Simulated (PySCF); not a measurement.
BiI₃, SMILES [I][Bi]([I])[I]. The structure is a stationary point at B3LYP-D3(BJ)/def2-SVP. The isomer is the one that the SMILES or the coordinates give; other isomers of the formula were not compared. The def2 effective core potentials stand for the cores of Bi, I; spin–orbit coupling is left out.

Computed equilibrium geometry at B3LYP-D3(BJ)/def2-SVP (PySCF confirms it by a frequency run) as Cartesian coordinates in Å, and its point group:
point group C3v.
```xyz
4

Bi     0.0000     0.0000     0.8612
I      2.1887     1.2637    -0.4496
I     -2.1887     1.2637    -0.4496
I      0.0000    -2.5273    -0.4496
```
